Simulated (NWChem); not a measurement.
System: CH₄F₂OSi; SMILES C[Si](O)(F)F

Here is an NWChem input.

```
start job
memory heap 200 mb stack 900 mb global 1100 mb
geometry units angstroms noautoz
  C      0.385112    -1.794719     0.002306
  Si    -0.012099     0.010018    -0.000543
  O     -1.641426     0.209305    -0.008400
  F      0.638584     0.751656    -1.270388
  F      0.626474     0.754570     1.273711
  H     -0.034199    -2.281550     0.888894
  H      1.467870    -1.957555     0.002266
  H     -0.034289    -2.283180    -0.883388
  H     -1.984878     1.113727    -0.009359
end
basis spherical
  * library def2-tzvp
end
dft
  xc b3lyp
  iterations 150
  semidirect filesize 400000000
  mulliken
end
task dft energy
```

Output (shortened):

```
             Northwest Computational Chemistry Package (NWChem) 7.3.0
             --------------------------------------------------------

 C1  symmetry detected

                             Geometry "geometry" -> ""
                             -------------------------

 Output coordinates in angstroms (scale by  1.889725989 to convert to a.u.)

  No.       Tag          Charge          X              Y              Z
 ---- ---------------- ---------- -------------- -------------- --------------
    1 C                    6.0000     0.25812334    -1.80222468     0.00503443
    2 Si                  14.0000    -0.00636777     0.02667670     0.00008148
    3 O                    8.0000    -1.61682053     0.34429108    -0.00673911
    4 F                    9.0000     0.69554918     0.71724138    -1.27127788
    5 F                    9.0000     0.68596354     0.72428746     1.27282379
    6 H                    1.0000    -0.19479231    -2.25603205     0.89261018
    7 H                    1.0000     1.32611598    -2.04362002     0.00434649
    8 H                    1.0000    -0.19658893    -2.25991959    -0.87966740
    9 H                    1.0000    -1.89337632     1.27135777    -0.00863693

 Effective nuclear repulsion energy (a.u.)     260.7038119825

                                 NWChem DFT Module
                                 -----------------

 Summary of "ao basis" -> "ao basis" (spherical)
 ------------------------------------------------------------------------------
       Tag                 Description            Shells   Functions and Types
 ---------------- ------------------------------  ------  ---------------------
 C                         def2-tzvp                11       31   5s3p2d1f
 Si                        def2-tzvp                13       37   5s5p2d1f
 O                         def2-tzvp                11       31   5s3p2d1f
 F                         def2-tzvp                11       31   5s3p2d1f
 H                         def2-tzvp                 4        6   3s1p

            General Information
            -------------------
          SCF calculation type: DFT
          Wavefunction type:  closed shell.
          No. of atoms     :     9
          No. of electrons :    50
           Alpha electrons :    25
            Beta electrons :    25
          Charge           :     0
          Spin multiplicity:     1
          Use of symmetry is: off; symmetry adaption is: off
          Maximum number of iterations: 150
          AO basis - number of functions:   185
                     number of shells:    73
          Convergence on energy requested:  1.00D-06
          Convergence on density requested:  1.00D-05
          Convergence on gradient requested:  5.00D-04

              XC Information
              --------------
                         B3LYP Method XC Potential
                     Hartree-Fock (Exact) Exchange  0.200
                        Slater Exchange Functional  0.800 local
                    Becke 1988 Exchange Functional  0.720 non-local
              Lee-Yang-Parr Correlation Functional  0.810
                  VWN I RPA Correlation Functional  0.190 local

             Grid Information
             ----------------
          Grid used for XC integration:  medium
          Radial quadrature: Mura-Knowles
          Angular quadrature: Lebedev.
          Tag              B.-S. Rad. Rad. Pts. Rad. Cut. Ang. Pts.
          ---              ---------- --------- --------- ---------
          C                   0.70       49          11.0       434
          Si                  1.10       88           9.0       590
          O                   0.60       49          11.0       434
          F                   0.50       49          11.0       434
          H                   0.35       45          12.0       434
          Grid pruning is: on
          Number of quadrature shells:   464
          Spatial weights used:  Erf1

      Superposition of Atomic Density Guess
      -------------------------------------

 Sum of atomic energies:        -602.12643949

      Non-variational initial energy
      ------------------------------

 Total energy =    -603.709831
 1-e energy   =   -1352.872987
 2-e energy   =     488.459344
 HOMO         =      -0.444382
 LUMO         =       0.034693

------------------------------------------------------------
EAF file 0: "./job.aoints.0" size=482344960 bytes
------------------------------------------------------------
               write      read    awrite     aread      wait
               -----      ----    ------     -----      ----
     calls:      920         0         0         0         0
   data(b): 4.82e+08  0.00e+00  0.00e+00  0.00e+00
   time(s): 0.00e+00  0.00e+00  0.00e+00  0.00e+00  0.00e+00
rate(mb/s): 0.00e+00  0.00e+00
------------------------------------------------------------

     ---------------------------------------------
      Total Density - Mulliken Population Analysis
     ---------------------------------------------

    Atom       Charge   Shell Charges
 -----------   ------   -------------------------------------------------------
    1 C    6     6.75   0.86  1.12  0.55  0.68  0.13  1.29  1.55  0.54  0.01  0.01  0.00
    2 Si  14    12.45   2.00  0.58  1.39  0.70  0.22  4.10  1.74  0.46  0.61  0.11  0.24  0.18  0.11
    3 O    8     8.83   0.79  1.18  0.59  0.95  0.24  2.01  2.20  0.85  0.00  0.01  0.00
    4 F    9     9.51   0.77  1.20  0.61  1.01  0.31  2.37  2.36  0.88  0.00  0.01  0.00
    5 F    9     9.51   0.77  1.20  0.61  1.01  0.31  2.37  2.36  0.88  0.00  0.01  0.00
    6 H    1     0.80   0.23  0.43  0.12  0.02
    7 H    1     0.80   0.23  0.43  0.12  0.02
    8 H    1     0.80   0.23  0.43  0.12  0.02
    9 H    1     0.54   0.19  0.25  0.06  0.04

   convergence    iter        energy       DeltaE   RMS-Dens  Diis-err
 ---------------- ----- ----------------- --------- --------- ---------
 d= 0,ls=0.0,diis     1   -605.1895318808 -8.66D+02  5.22D-03  1.47D+00
 d= 0,ls=0.0,diis     2   -605.1529420670  3.66D-02  2.83D-03  1.99D+00
 d= 0,ls=0.0,diis     3   -605.3000592578 -1.47D-01  4.99D-04  8.49D-02
 d= 0,ls=0.0,diis     4   -605.3056094598 -5.55D-03  1.64D-04  2.33D-03
 d= 0,ls=0.0,diis     5   -605.3058103150 -2.01D-04  4.31D-05  2.71D-04
  Resetting Diis
 d= 0,ls=0.0,diis     6   -605.3058414223 -3.11D-05  9.12D-06  1.10D-05
 d= 0,ls=0.0,diis     7   -605.3058423334 -9.11D-07  5.45D-06  1.33D-06

         Total DFT energy =     -605.305842333420
      One electron energy =    -1357.153423682140
           Coulomb energy =      548.740264527865
    Exchange-Corr. energy =      -57.596495161685
 Nuclear repulsion energy =      260.703811982539

 Numeric. integr. density =       49.999996017414

                       DFT Final Molecular Orbital Analysis
                       ------------------------------------

 Vector   23  Occ=2.000000D+00  E=-3.874695D-01
              MO Center= -1.2D+00,  2.6D-01, -4.6D-03, r^2= 2.1D+00
   Bfn.  Coefficient  Atom+Function         Bfn.  Coefficient  Atom+Function
  ----- ------------  ---------------      ----- ------------  ---------------
    74      0.310617  3 O  px                77      0.252162  3 O  px
    75      0.246038  3 O  py                78      0.195451  3 O  py
    80      0.194234  3 O  px               105      0.142156  4 F  px
   136      0.142213  5 F  px                72     -0.137504  3 O  s
    35      0.127562  2 Si s                 73     -0.127287  3 O  s

 Vector   24  Occ=2.000000D+00  E=-3.624813D-01
              MO Center=  1.7D-01, -9.9D-01,  2.8D-03, r^2= 2.5D+00
   Bfn.  Coefficient  Atom+Function         Bfn.  Coefficient  Atom+Function
  ----- ------------  ---------------      ----- ------------  ---------------
     7      0.306421  1 C  py                10      0.239481  1 C  py
    47     -0.198825  2 Si py                35      0.184835  2 Si s
   106      0.157299  4 F  py               137      0.157450  5 F  py
    13      0.150008  1 C  py               109      0.126153  4 F  py
   140      0.126281  5 F  py                74     -0.119547  3 O  px

 Vector   25  Occ=2.000000D+00  E=-3.561132D-01
              MO Center= -1.3D+00,  3.6D-01, -6.0D-03, r^2= 1.4D+00
   Bfn.  Coefficient  Atom+Function         Bfn.  Coefficient  Atom+Function
  ----- ------------  ---------------      ----- ------------  ---------------
    76      0.441369  3 O  pz                79      0.367749  3 O  pz
    82      0.277450  3 O  pz               105     -0.121121  4 F  px
   136      0.121172  5 F  px               108     -0.096877  4 F  px
   139      0.096924  5 F  px               111     -0.071481  4 F  px
   142      0.071554  5 F  px                55      0.053210  2 Si d  1

 Vector   26  Occ=0.000000D+00  E= 7.843278D-03
              MO Center= -1.1D+00,  7.2D-01, -4.7D-03, r^2= 6.1D+00
   Bfn.  Coefficient  Atom+Function         Bfn.  Coefficient  Atom+Function
  ----- ------------  ---------------      ----- ------------  ---------------
     5      1.461521  1 C  s                182     -1.060146  9 H  s
    73      0.902304  3 O  s                170     -0.762767  7 H  s
    36     -0.719468  2 Si s                164     -0.648265  6 H  s
   176     -0.648164  8 H  s                 81      0.369526  3 O  py
    50     -0.281082  2 Si py               104      0.266409  4 F  s

[...]
```

Level: B3LYP/def2-TZVP. Coordinates come from a B3LYP/6-31G* (spherical d) optimisation.
